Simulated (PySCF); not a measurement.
Computed shifts of a molecule C2H9NOSi, PBE/pcSseg-1 run with PySCF, GIAO, gas phase, equivalent atoms averaged, in ppm (number of nuclei): ²⁹Si: -23.3 (1). ¹⁵N: 52.7 (1). ¹³C: 43.5 (1), 40.8 (1). ¹H: 5.21 (2), 2.94 (6), 1.06 (1). References: ²⁹Si against TMS (σ = 335.4 ppm); ¹⁷O against H2O (σ = 334.3 ppm); ¹⁵N against NH3 (σ = 267.0 ppm); ¹³C against TMS (σ = 182.0 ppm); ¹H against TMS (σ = 31.49 ppm), references at their B3LYP-D3(BJ)/def2-TZVP geometries, non-relativistic. Coordinates come from a r2SCAN-D4/def2-SVP optimisation. Other conformers were not sampled.

**Question.** Identify the compound among the candidates.
A. CCN[SiH2]O
B. C[Si](C)(N)O
C. CN(C)[SiH2]O
D. CO[SiH2]CN

**Answer.** C, CN(C)[SiH2]O
